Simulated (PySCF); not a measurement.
# Ionisation energy of Ba¹⁵⁺ by level of theory

Ba¹⁵⁺ [Kr] 4d5 (6S) → Ba¹⁶⁺ [Kr] 4d4 (5D), as a difference of total energies. All numbers are calculated (PySCF 2.14, the spin-free X2C one-electron Hamiltonian (Gaussian nucleus), in an uncontracted even-tempered set (21 s from 0.6 bohr⁻², ratio 2.5; 15 p from 0.78 bohr⁻², ratio 2.5; 10 d from 0.78 bohr⁻², ratio 2.5; 4 f from 4.4 bohr⁻², ratio 2.7; 4 g from 6.6 bohr⁻², ratio 2.7)). Correlated levels: outer shells: [Ar] 3d10 frozen; virtual orbitals above 40 to 60 times the deepest correlated orbital energy dropped. The calculations carry no spin-orbit coupling.

```
                method  ionisation energy (eV)
                   UHF                  392.97
                   LDA                  393.44
                   PBE                  393.30
                r2SCAN                  394.06
SCS-MP2 (outer shells)                  393.39
```

Problem. Estimate what PBE0 gives.

Solution. 393.64 eV, closest to LDA among the rows shown.

Problem. Estimate what MP2 (outer shells) gives.

Solution. 393.70 eV, closest to LDA among the rows shown.

A first-order spin-orbit estimate (lowest level to lowest level, LS coupling) adds -1.893 eV.

Breit and QED terms and the two-electron picture change are absent.

For comparison: 390 ± 3 eV (theoretical estimate listed by NIST; NIST Atomic Spectra Database, ionization energies).
